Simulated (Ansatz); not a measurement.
Cartesian coordinates (Å):
SMILES: O(B)BB
```xyz
9

B     -1.8625    -0.2116     0.2514
B     -0.4317    -0.4077    -0.5824
O      0.7677     0.0421    -0.1828
B      1.9455     0.5023     0.2405
H     -2.2651    -1.0360     1.0227
H     -2.5945     0.7147     0.0444
H     -0.4582    -1.0022    -1.6369
H      2.2772     1.6061    -0.0856
H      2.6215    -0.2078     0.9287
```
Charge 0, multiplicity 1.

All values below come from frozen-core CCSD(T)/cc-pVTZ // r2SCAN-D4/def2-TZVP run with Ansatz (a quantum-chemistry and plane-wave program).

- HF energy = -151.91054 Ha
- MP2 correlation energy = -0.52965 Ha

Task: Estimate the CCSD correlation energy, the (T) correction, the total energy and the T1 diagnostic.

Result: 
```json
{
  "CCSD correlation energy": "-0.57089 Ha",
  "(T) correction": "-0.01998 Ha",
  "CCSD(T) total energy": "-152.50140 Ha",
  "T1 diagnostic": "0.016"
}
```
